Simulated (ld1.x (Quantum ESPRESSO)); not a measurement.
u(r) = r·R(r): atom against pseudo-atom (Tm (Z = 69))

Columns: radius, all-electron u(r) and pseudo u(r) of the 5d shell (level -13.36 eV) of thulium in the configuration [Kr] 4d10 4f13 5s2 5p6 5d0 6s0 6p0; BP86, scalar-relativistic, PAW scheme, ld1.x (Quantum ESPRESSO) 7.5.

```csv
r (bohr),all-electron,pseudo
0.148,0.1651,0.0010
0.295,-0.1389,0.0078
0.443,-0.2708,0.0253
0.590,-0.1624,0.0568
0.738,0.0307,0.1041
0.885,0.2193,0.1656
1.033,0.3760,0.2392
1.180,0.4937,0.3191
1.328,0.5777,0.4007
1.475,0.6329,0.4769
1.623,0.6659,0.5432
1.770,0.6811,0.5944
1.918,0.6827,0.6288
2.065,0.6739,0.6452
2.213,0.6571,0.6452
2.360,0.6344,0.6315
2.508,0.6074,0.6079
2.655,0.5776,0.5784
2.802,0.5459,0.5461
2.950,0.5131,0.5131
3.098,0.4801,0.4801
3.245,0.4477,0.4477
3.393,0.4159,0.4159
3.540,0.3855,0.3855
3.688,0.3564,0.3564
3.835,0.3290,0.3290
```

Q: How many radial nodes do the two functions have?

A: The all-electron 5d function has n − l − 1 = 2; the pseudo-wave has 0, since the states of the same l below it are removed with the core.

Q: At about which radius was the pseudo-wave matched?

A: 2.95 bohr. The columns agree to 0.0005 from 2.80 bohr on; several derivatives are matched, so the curves merge somewhat inside the radius.

Q: Where does each function peak?

A: Outermost all-electron maximum near 1.92 bohr, pseudo maximum near 2.06 bohr (to the table’s step).

Q: Is the pseudo-wave norm-conserving?

A: No, it belongs to a PAW set: the norm inside the radius is not constrained, and the difference is carried by the augmentation charge.
